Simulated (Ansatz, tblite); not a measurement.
Removing and adding an electron: WN(OH)3 (WNO₃H₃). The state is a singlet with charge 0. Geometry: r2SCAN-D4/def2-SVP. Ansatz, gas phase; energy differences of separate SCF runs; the oxidised species was run as a doublet alone; the reduced species was run as a doublet alone.

Cartesian coordinates in Å:
```
W 0.074 -0.017 0.009
N -1.550 0.349 -0.191
O 0.950 0.743 -1.497
H 0.470 1.223 -2.185
O 0.161 -1.914 0.050
H -0.625 -2.469 -0.036
O 0.573 0.793 1.655
H -0.053 1.292 2.195
```

In the def2 sets W takes a core potential; there is no spin–orbit coupling. The xTB rows come from tblite.

| level | −HOMO (eV) | vertical IE (eV) | −LUMO (eV) | vertical EA (eV) | HOMO–LUMO gap (eV) | IE − EA (eV) | remarks |
| --- | --- | --- | --- | --- | --- | --- | --- |
| GFN1-xTB | 10.35 | 13.89 | 6.03 | 3.00 | 4.32 | 10.88 | – |
| GFN2-xTB | 8.64 | 12.69 | 6.96 | 4.11 | 1.69 | 8.59 | – |
| PBE-D4/def2-TZVP | 6.77 | 10.16 | 1.78 | – | 4.99 | – | – |
| PBE-D4/def2-TZVPD | 6.84 | – | 1.89 | -0.29 | 4.95 | – | HOMO above zero (-1 doublet), restricted SCF unstable in HF (singlet) |
| r2SCAN-D4/def2-TZVP | 7.11 | 10.18 | 1.66 | – | 5.44 | – | restricted SCF unstable in HF (singlet) |
| r2SCAN-D4/def2-TZVPD | 7.14 | – | 1.73 | -0.50 | 5.42 | – | HOMO above zero (-1 doublet), restricted SCF unstable in HF (singlet) |
| PBE0-D4/def2-TZVP | 8.32 | 10.35 | 0.94 | – | 7.38 | – | restricted SCF unstable in HF (singlet) |
| PBE0-D4/def2-TZVPD | 8.36 | – | 1.04 | -0.48 | 7.33 | – | HOMO above zero (-1 doublet), restricted SCF unstable in HF (singlet) |

   A HOMO above zero means that the electron is unbound at that level or that self-interaction error raises the level; the energy of removing that electron tells which. Raw xTB energy differences between charge states are shifted by several eV; the methods need an empirical correction for them. A negative affinity means that the extra electron isn't bound; its size then hangs on the basis.
